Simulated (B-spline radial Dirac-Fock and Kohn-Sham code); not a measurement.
Core and valence levels of Sb⁶⁺

System: antimony as Sb⁶⁺ in the configuration [Kr] 4d9; nuclear rms radius 4.6802 fm (A = 121).

Level of theory: Dirac-Fock (average of configuration) total-energy differences with a finite nucleus, the Breit interaction including its frequency dependence, and self-energy and vacuum-polarisation corrections; an atomic code on a B-spline grid. No correlation. Energies are counted from the vacuum level. Subshells whose hole state is unreliable or did not converge are left out.

All terms are in eV, carry their sign (relaxation lowers the binding energy) and add up to the binding energy; ⟨r⟩ is the mean radius of the orbital in the initial state.

```
subshell  −ε (Koopmans)  relaxation   Gaunt  retardation  self-energy  vacuum polarisation  binding energy  ⟨r⟩ (bohr)
      1s        30750.4      -62.28  -73.79         5.90       -39.84                 5.34         30585.8       0.028
      2s         4842.4      -31.74   -6.72         0.38        -4.90                 0.61          4800.1       0.122
   2p1/2         4522.5      -35.19  -12.06         1.35         0.34                -0.02          4476.9       0.103
   2p3/2         4269.6      -33.97   -8.64         1.59        -0.12                -0.03          4228.4       0.109
      3s         1055.0      -11.86   -0.94         0.03        -0.99                 0.12          1041.3       0.328
   3p1/2          923.1      -12.34   -1.83         0.19         0.06                 0.00           909.2       0.320
   3p3/2          875.1      -11.85   -1.19         0.24        -0.02                -0.01           862.2       0.331
   3d3/2          644.8      -13.25   -0.53         0.02         0.09                -0.01           631.2       0.302
      4s          254.3       -2.49   -0.16         0.01        -0.20                 0.02           251.5       0.788
   4p1/2          207.1       -2.28   -0.30         0.03         0.01                 0.00           204.6       0.826
   4p3/2          198.0       -2.11   -0.18         0.04         0.00                 0.00           195.7       0.851
      4d          121.0       -1.60   -0.01         0.00         0.01                 0.00           119.4       0.978
```

For the deepest level, K (1s), the Breit terms make up -0.222 % of the binding energy, QED -0.113 % and orbital relaxation -0.204 %.

Going to the tabulated ground configuration of the next ion removes an electron from N4,5 (4d), computed at 119.4 eV. NIST lists 117 ± 2 eV as the ionisation energy of this species (theoretical), -2.40 eV from the computed value. Where a p, d or f shell is open in either ion the computed value averages over both j values and all terms, while the table refers to the lowest levels; that difference holds spin-orbit splitting (largest in heavy or highly charged ions), term energies where several electrons share open shells, and correlation, and it can reach 10 % or more.
